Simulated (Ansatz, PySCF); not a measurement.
Molecule: CHNO, charge 1, multiplicity 2. 
Coordinates optimised at B3LYP-D3(BJ)/def2-TZVP (Ansatz, an electronic-structure program):
```xyz
4

N     -0.9871     0.1220     0.6440
C      0.0489    -0.0160    -0.0607
O      1.0698    -0.0838    -0.5574
H     -1.9424    -0.0881     0.3146
```
Charge +1, spin multiplicity 2.

Total electronic energies in hartree. Valence correlation only, unless marked. Open shells are spin-unrestricted. Spin-orbit coupling is left out. No relativistic terms. CBS(X,Y): correlation extrapolated as X^-3; Hartree-Fock from the larger set. The bracket is a focal-point correction in the basis named.

The UHF reference is spin-contaminated (<S^2> 0.13 over the pure value in the largest basis). 

| level | program | energy (Eh) |
|---|---|---|
| HF/cc-pwCVTZ | Ansatz | -167.45649 |
| RI-HF/aug-cc-pVTZ | Ansatz | -167.45651 |
| PBE-D4/def2-TZVPD | Ansatz + dftd4 | -168.15473 |
| TPSS-D4/def2-TZVPD | PySCF + dftd4 | -168.36352 |
| B97M-V/def2-TZVPD | Ansatz | -168.30520 |
| MN15-D3(BJ)/def2-TZVPD | PySCF + dftd3 | -168.14517 |
| LC-wPBE-D3(BJ)/def2-TZVPD | Ansatz + dftd3 | -168.21446 |
| MP2/6-31G | Ansatz | -167.57105 |
| MP2/6-31G* | Ansatz | -167.79422 |
| RI-MP2/cc-pVQZ | Ansatz | -168.01558 |
| RI-MP2/CBS(cc-pVTZ,cc-pVQZ) | Ansatz | -168.0424 |
| SCS-MP2/cc-pVQZ | Ansatz | -168.00594 |
| CCSD(T)/6-31G | Ansatz | -167.60426 |
| RI-MP2/CBS(aug-cc-pVTZ,aug-cc-pVQZ)+[CCSD(T)-MP2]/aug-cc-pVDZ | Ansatz | -168.0870 |
| CCSD(T)/CBS(cc-pVTZ,cc-pVQZ) | Ansatz | -168.0833 |

Totals of different functionals don't rank their quality; only differences between species are comparable.
